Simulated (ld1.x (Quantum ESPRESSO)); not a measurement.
# u(r) = r·R(r): atom against pseudo-atom (Mg)

Columns: radius, all-electron u(r) and pseudo u(r) of the 3s shell (level -5.77 eV) of magnesium in the configuration [He] 2s2 2p6 3s1 3p1; BP86, scalar-relativistic, ultrasoft scheme, ld1.x (Quantum ESPRESSO) 7.5.

| r (bohr) | all-electron | pseudo |
| --- | --- | --- |
| 0.132 | 0.0696 | 0.0507 |
| 0.265 | -0.1334 | 0.1014 |
| 0.398 | -0.2413 | 0.1514 |
| 0.530 | -0.2431 | 0.2001 |
| 0.663 | -0.1788 | 0.2476 |
| 0.795 | -0.0830 | 0.2932 |
| 0.928 | 0.0243 | 0.3370 |
| 1.060 | 0.1292 | 0.3782 |
| 1.193 | 0.2265 | 0.4170 |
| 1.325 | 0.3117 | 0.4527 |
| 1.458 | 0.3852 | 0.4854 |
| 1.590 | 0.4458 | 0.5145 |
| 1.723 | 0.4955 | 0.5401 |
| 1.855 | 0.5345 | 0.5617 |
| 1.988 | 0.5644 | 0.5795 |
| 2.120 | 0.5856 | 0.5930 |
| 2.252 | 0.5994 | 0.6023 |
| 2.385 | 0.6066 | 0.6073 |
| 2.518 | 0.6079 | 0.6080 |
| 2.650 | 0.6043 | 0.6043 |
| 2.782 | 0.5964 | 0.5964 |
| 2.915 | 0.5850 | 0.5850 |
| 3.048 | 0.5708 | 0.5708 |
| 3.180 | 0.5543 | 0.5543 |
| 3.312 | 0.5361 | 0.5361 |
| 3.445 | 0.5165 | 0.5165 |

(1) How many radial nodes do the two functions have?

(2) At about which radius was the pseudo-wave matched?

(3) Is the pseudo-wave norm-conserving?

Answers

(1) The all-electron 3s function has n − l − 1 = 2; the pseudo-wave has 0, since the states of the same l below it are removed with the core.

(2) 2.65 bohr, where the columns begin to agree (steps of 0.13 bohr).

(3) No, it belongs to an ultrasoft set: the norm inside the radius is not constrained, and the difference is carried by the augmentation charge.
